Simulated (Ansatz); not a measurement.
A nudged elastic band was laid between two geometries of H$_{6}$InN (8 atoms, charge 0, multiplicity 1).

Level of theory: RKS r2SCAN/def2-mTZVP (Ansatz).

```json
{
 "movable images": "5",
 "climbing image": "yes",
 "spring": "5.0 eV/Å²",
 "optimiser": "quadratic models (default)",
 "start path": "through a guess of the saddle point",
 "force threshold": "0.03 eV/Å",
 "iteration limit": "60",
 "end points": "relaxed"
}
```

Initial state:

```xyz
8
Properties=species:S:1:pos:R:3
N -0.528 0.145 -0.984
In 0.617 -0.179 1.088
H 0.063 -0.080 -1.780
H -1.357 -0.441 -1.048
H -0.831 1.110 -1.096
H -0.703 0.312 2.113
H 0.928 -1.879 0.875
H 1.903 0.954 0.777
```

Final state:

```xyz
8
Properties=species:S:1:pos:R:3
N -0.528 0.145 -0.984
In 0.616 -0.177 1.089
H -1.171 -0.618 -1.179
H -1.071 1.005 -0.983
H 0.123 0.199 -1.763
H -0.805 -0.187 2.098
H 1.353 -1.697 0.662
H 1.576 1.274 1.005
```

(1) What changes between the two ends?

(2) What energy profile does the band end with?

(3) What is the geometry of the highest image?

The band took 7 iterations and of the order of 2.4 core-minutes.

Answers

(1) No bond is made or broken. The dihedral H5–N1–In2–H7 goes from 180 to -61°. The two ends are copies of one structure, up to a mirror image or an exchange of like atoms.

(2) The forces met the threshold. The highest image is number 3 of 0 to 6, 0.2 kcal/mol above the ends, which have the same energy within 2 meV. The top lies less than 8 meV above the higher end, about what the thresholds resolve: that end is a shoulder or a very shallow well. A vibrational analysis at the climbing image gives one clearly imaginary mode, 68i cm⁻¹: a first-order saddle point.

```tsv
image	path coordinate (Å)	energy (kcal/mol)	dihedral H5–N1–In2–H7 (°)
0	0.00	0.0	180
1	0.49	0.0	-161
2	0.98	0.1	-141
3	1.47	0.2	-122
4	1.98	0.1	-101
5	2.48	0.0	-81
6	2.99	0.0	-61
```

(3) 
```xyz
8
Properties=species:S:1:pos:R:3
N -0.530 0.148 -0.988
In 0.618 -0.180 1.091
H -0.394 -0.638 -1.619
H -1.532 0.253 -0.848
H -0.202 0.982 -1.469
H -0.788 -0.060 2.112
H 1.247 -1.760 0.714
H 1.673 1.198 0.951
```

Time of the run: 2.4 min on 1 thread of Arm Neoverse V1 (shared host), peak memory 0.13 GiB.
